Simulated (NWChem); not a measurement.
Molecule: SiH2Cl2; SMILES [SiH2](Cl)Cl

Computed with NWChem. Pople sets run with spherical d functions. All runs use the structure optimised with PBE0/def2-SVP. Level TPSS/6-31G*: single points from the atomic guess with DIIS by default; each run changes one setting, and all converged runs end within 0.3 mHa of each other.

Q: Which setting needs the most SCF iterations, or fails (level shift of 0.5 Ha throughout; DIIS on 20 Fock matrices; defaults; occupation smearing of 0.005 Ha; no level shifting)?

A: level shift of 0.5 Ha throughout, with 13 against 7 for the defaults.
```tsv
setting	SCF iterations
defaults	7
no level shifting	7
occupation smearing of 0.005 Ha	7
level shift of 0.5 Ha throughout	13
DIIS on 20 Fock matrices	7
```
